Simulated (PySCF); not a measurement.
# What builds the second ionisation energy along the second row

All values are computed (PySCF 2.14, energy differences of UHF-based or UKS calculations, no spin-orbit coupling). Each column adds one step, in eV (sums use unrounded values): valence MP2, valence CCSD, valence triples, then the next inner shell at CCSD(T) (B 1s, C 1s, N 1s, O 1s, F 1s, Ne 1s). References (NIST) marked * lie between the lowest fine-structure levels; the others compare directly ((s) semi-empirical, (t) theoretical).

```tsv
element	UHF	+ MP2	+ CCSD	+ (T)	+ inner shell	sum	reference
B [He] 2s2 → [He] 2s1 (aug-cc-pwCVDZ, non-relativistic)	23.441	0.925	0.700	0.000	0.002	25.068	25.155
C [He] 2s2 2p1 → [He] 2s2 (aug-cc-pwCVDZ, non-relativistic)	24.099	0.075	-0.179	0.020	0.019	24.033	24.378
N [He] 2s2 2p2 → [He] 2s2 2p1 (aug-cc-pwCVDZ, non-relativistic)	29.169	0.259	-0.165	0.009	0.017	29.289	29.601 (s) *
O [He] 2s2 2p3 → [He] 2s2 2p2 (aug-cc-pwCVDZ, non-relativistic)	34.530	0.455	-0.184	0.003	0.017	34.821	35.121 *
F [He] 2s2 2p4 → [He] 2s2 2p3 (aug-cc-pwCVDZ, non-relativistic)	33.329	0.928	0.007	0.021	0.016	34.300	34.950
Ne [He] 2s2 2p5 → [He] 2s2 2p4 (aug-cc-pwCVDZ, non-relativistic)	39.302	1.243	-0.066	0.024	0.015	40.517	40.963 *
```

Double-zeta sets recover only part of the correlation energy.

What remains against the references is mostly basis incompleteness and, for starred values, spin-orbit coupling.

Problem. What share of the correlation contribution for Ne comes from the inner shell?

Solution. The four steps add to 1.216 eV, of which the inner shell gives 0.015 eV, or 1 %.
